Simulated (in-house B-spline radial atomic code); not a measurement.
A fraction x of an electron is removed from 3p in Mn5+, starting from [Ar] 3d2 and keeping the highest spin. Method: scalar-relativistic (X2C) OLYP, spin-polarised, spherical fractional occupations, Fermi nucleus of rms radius 3.7057 fm. Calculated with an all-electron radial atomic-structure program (B-spline basis).

| x | E(x) - E(0) (eV) | 3p down level (eV) |
| --- | --- | --- |
| 0 | 0.0000 | -131.708 |
| 0.11 | 14.6254 | -134.211 |
| 0.18 | ? | ? |
| 0.29 | 39.1535 | -138.328 |
| 0.39 | 53.1013 | -140.627 |
| 0.5 | 68.7097 | -143.165 |
| 0.58 | 80.2370 | -145.017 |
| 0.63 | ? | ? |
| 0.85 | 120.2384 | -151.299 |
| 0.97 | 138.5626 | -154.106 |
| 1 | 143.1963 | -154.809 |

(1) What belongs in the row x = 0.18?

(2) What belongs in the row x = 0.63?

(3) Check Janak's theorem between x = 0.29 and 0.39.

## Answers

(1) An energy change of 24.0761 eV; 3p down at -135.809 eV.

(2) An energy change of 87.5168 eV; 3p down at -146.176 eV.

(3) The slope of the energy is 139.48 eV; the orbital levels give 139.48 eV (-ε of the emptying orbital, averaged over the two points).
